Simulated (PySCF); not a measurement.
SMILES F[SiH](F)[SiH2][SiH](F)F (PBE0/def2-SVP optimised geometry):

```
11

Si    -1.005     1.471     0.000
F     -2.501     1.688    -0.576
F      0.013     2.195    -1.034
Si    -0.418    -0.795     0.000
Si     1.923    -0.795     0.000
F      2.501    -2.195     0.569
F      2.364     0.363     1.045
H     -0.914     2.168     1.307
H     -0.927    -1.472     1.232
H     -0.948    -1.470    -1.223
H      2.582    -0.522    -1.301
```

Calculation: PBE0/def2-TZVP run with PySCF 2.14.0.

Question: What are the frontier orbital energies and the dipole moment?

Answer: HOMO-2 -10.59 eV, HOMO-1 -9.33 eV, HOMO -8.57 eV, LUMO -1.21 eV, LUMO+1 -1.11 eV; dipole moment 1.14 D.

Meta-Löwdin charges at PBE0/def2-TZVP: Si1 1.14, F2 -0.49, F3 -0.50, Si4 0.00, Si5 1.14, F6 -0.49, F7 -0.50, H8 -0.11, H9 -0.04, H10 -0.04, H11 -0.11.
